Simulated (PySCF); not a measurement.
Fractional electron number in Ho (holmium, neutral)

The 6s beta orbital of [Xe] 4f11 6s2 is emptied in steps (occupation f), with all orbitals relaxed, ending at [Xe] 4f11 6s1. Calculation: PySCF 2.14, in def2-TZVP with the def2 core potential (28 electrons); a scalar-relativistic core potential. The exact energy is a straight line in f; departures are measured from the line between the end points of the same method.

```
   f  UHF (eV)
   1     0.000
0.75     0.032
 0.5     0.039
0.25     0.027
   0     0.000
```

```
method  E(f=0) − E(f=1) (eV)  −ε at f=1 (eV)  −ε at f=0.5 (eV)
   UHF                 4.920           5.107             4.907
```

Orbital energy along the path (eV):

```csv
f,UHF
1,-5.107
0.75,-4.993
0.5,-4.907
0.25,-4.839
0,-4.786
```

Reference removal energy between the ground levels: 6.021 eV (measured; NIST Atomic Spectra Database, ionization energies). The calculation has no spin-orbit coupling. UHF lacks correlation.
